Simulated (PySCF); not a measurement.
Write Cartesian coordinates for [Ag(SH)4]2-, `[SH][Ag-2]([SH])([SH])[SH]` [radical] as optimised with PBE0-D3(BJ)/def2-SVP. (Charge -2 and doublet state.)

```
atom  x, y, z in Å
Ag1    0.001   -0.005   -0.025
S2     2.405   -0.764   -0.423
H3     2.859    0.500   -0.575
S4     0.720    2.429   -0.006
H5    -0.547    2.900   -0.048
S6    -2.441    0.624   -0.439
H7    -2.902   -0.607   -0.120
S8    -0.682   -2.309    0.783
H9     0.587   -2.769    0.853
```

Orientation and origin are arbitrary. Atoms count from 1 in this order. Ag1 (silver bonded to 4 S) has angles from 91.0° to 161.4°.

Bonds between heavy atoms (Å): Ag1–S2 2.553, Ag1–S4 2.538, Ag1–S6 2.555, Ag1–S8 2.536.

Method used: PBE0-D3(BJ)/def2-SVP geometry optimisation, gas phase, def2 core potentials past Kr in PySCF 2.14.0.

Point group: C2 (every atom within 0.08 Å of its image). Stationary, but not proved a minimum. ⟨S²⟩ = 0.754 (exact for a doublet: 0.75). Whether so highly charged an anion holds all its electrons in the gas phase wasn't checked; a finite basis holds them in any case. The ion is multiply charged and computed without counter-ions or solvent.

Neither the SCF state along the optimisation nor the shape of the open-shell metal species was proved the lowest: other solutions of the same spin, or a structure of lower symmetry, can lie below.
